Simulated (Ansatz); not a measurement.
C$_{2}$H$_{7}$NSSi (`[SiH3]C1NCS1`), relaxed with RKS PBE0-D4/def2-TZVP in Ansatz 0.2.0 from a PBE-D4/def2-SVP geometry. The force threshold is 0.005 eV/Å; the program also tests the step.

Charge 0, multiplicity 1.

Start:

```xyz
12

Si   -0.617    0.133    1.692
C     0.333    0.699    0.133
N    -0.392    0.340   -1.109
C     0.423   -0.832   -1.456
S     1.781   -0.456   -0.224
H    -1.027   -1.300    1.503
H     0.269    0.253    2.903
H    -1.845    0.983    1.899
H     0.639    1.766    0.191
H    -0.252    1.075   -1.812
H    -0.077   -1.794   -1.209
H     0.765   -0.868   -2.511
```

Problem. By how much does the energy fall, and how many steps does the optimiser take? (Best estimate.)

Solution. The calculation gave: 0.06 eV, in 6 steps.

Problem. Which bonds change most? (Best estimate.)

Solution. Computed: C2–S5 from 1.886 to 1.851 Å; C4–S5 from 1.872 to 1.838 Å; Si1–C2 from 1.912 to 1.890 Å; C4–H11 from 1.112 to 1.092 Å.

Problem. Give the relaxed structure. (An estimate is asked.)

Solution. Computed: 
```xyz
12

Si   -0.613    0.123    1.671
C     0.327    0.698    0.137
N    -0.387    0.350   -1.111
C     0.419   -0.831   -1.436
S     1.752   -0.422   -0.238
H    -1.012   -1.293    1.475
H     0.274    0.238    2.859
H    -1.825    0.962    1.883
H     0.619    1.749    0.197
H    -0.213    1.069   -1.802
H    -0.089   -1.758   -1.162
H     0.748   -0.886   -2.473
```
